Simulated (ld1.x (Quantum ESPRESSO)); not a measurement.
silicon (Si): one change to an ultrasoft potential, before and after

- Element: silicon (Si)
- Generator: ld1.x (Quantum ESPRESSO) 7.5
- Type: ultrasoft
- Functional: PBE
- Relativity: non-relativistic
- Frozen core: [Ne]
- Valence charge: 4
- Reference configuration: 3s1 3p3
- Partial waves: 3s (bound): rcut 1.45, rcutus 1.70 bohr; 3s channel at 0.2 Ry: rcut 1.45, rcutus 1.70 bohr; 3p (bound): rcut 1.60, rcutus 2.05 bohr; 3p channel at 0.1 Ry: rcut 1.60, rcutus 2.05 bohr
- Local potential: all-electron potential smoothed inside 1.30 bohr (lloc = -1)
- Core correction: a·sin(br)/r model core inside 0.85 bohr
- Augmentation charge: PSQ, radius 1.60 bohr

Change: waves 3p (bound): rcut 1.60, rcutus 1.90 bohr; 3p channel at 0.1 Ry: rcut 1.60, rcutus 1.90 bohr.

Cutoffs: the cutoffs (Ry, on a coarse ladder) from which the occupation-weighted sum of valence levels, in a spherical-Bessel basis at the reference potential, stays within 10 and 1 mRy of its value at 400 Ry; they do not see the model core or the augmentation charge, which bear on the density cutoff. Errors are all-electron minus pseudo energies relative to the spin-unpolarised reference configuration.

Q: How do hardness, ghosts and transferability respond?

A: The potential gets neither clearly harder nor softer (10 Ry and 15 Ry → 10 Ry and 15 Ry); of the 7 tests that both files solve, the error grows in 0 and shrinks in 6 by more than 15 % and 0.3 meV (median size 2.4 → 1.7 meV); neither file shows a bound ghost. Less of the atom is replaced, so other configurations are described better.

```tsv
quantity	base	changed
cutoff, loose	10 Ry	10 Ry
cutoff, tight	15 Ry	15 Ry
bound ghosts	none	none
error for 3s2 3p2, meV [ΔE -6.76 eV]	-2.4	-1.8
error for 3s2 3p1, meV [ΔE 0.99 eV]	-0.8	-0.1
error for 3s2 3p0, meV [ΔE 17.00 eV]	+6.0	+5.0
error for 3s1 3p2, meV [ΔE 8.36 eV]	+0.2	0.0
error for 3s2 3p1.5, meV [ΔE -3.83 eV]	-2.0	-1.3
error for 3s2 3p2.3, meV [ΔE -7.69 eV]	-2.5	-1.9
error for 3s0 3p4, meV [ΔE 6.90 eV]	-2.4	-1.7
lowest overlap eigenvalue by channel	s 0.40, p 0.71	s 0.40, p 0.72
```
